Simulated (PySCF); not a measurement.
**A scan of BiP⁺ with bad points**

PBE; PySCF, scalar-relativistic core potentials, basis sets Bi def2-SVP with ECP60, P def2-SVP; doublet, unpaired electrons π ↑ requested.

```csv
R (Å),E (eV),⟨S²⟩,⟨Lz²⟩,μ (D)
2.070,1.536,0.75,1.00,0.89
2.166,0.707,0.75,1.01,0.85
2.263,7.114,1.75,1.01,2.83
2.335,0.064,0.75,1.01,0.85
2.407,0.000,0.75,1.01,0.88
2.479,0.021,0.76,1.00,0.92
2.575,0.145,0.78,1.00,0.98
2.696,0.391,0.93,1.01,1.10
2.840,0.729,1.21,1.05,1.26
3.033,1.177,1.47,1.08,1.46
```

The run flagged 2.263 Å: there the SCF missed its convergence threshold, so the fit leaves that out.
